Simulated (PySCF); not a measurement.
CH₂NS, SMILES N[C]=S, multiplicity 2.

Geometry optimised at PBE0-D3(BJ)/def2-TZVP. The isomer is the one that the SMILES or the coordinates give; other isomers of the formula were not compared. Other conformers were not sampled.

Calculation: PySCF with PBE/def2-TZVPD.

The molecule is in vacuum.

Computed frontier levels, dipole moment and polarisability:
The α spin, highest occupied and lowest empty level is -4.38 and -1.75 eV and the β spin, highest occupied and lowest empty level comes out as -6.31 and -3.09 eV. The dipole moment is 0.739 e·Å and the quadrupole, principal values (traceless, Buckingham form, about the centre of nuclear charge) is -4.60, -2.49, 7.08 D·Å. The mean static polarisability comes out as 48.7 bohr³ (7.21 Å³) and the polarisability, principal values is 33.5, 42.9, 69.6 bohr³. The ⟨S²⟩ is 0.753 (pure state 0.75).
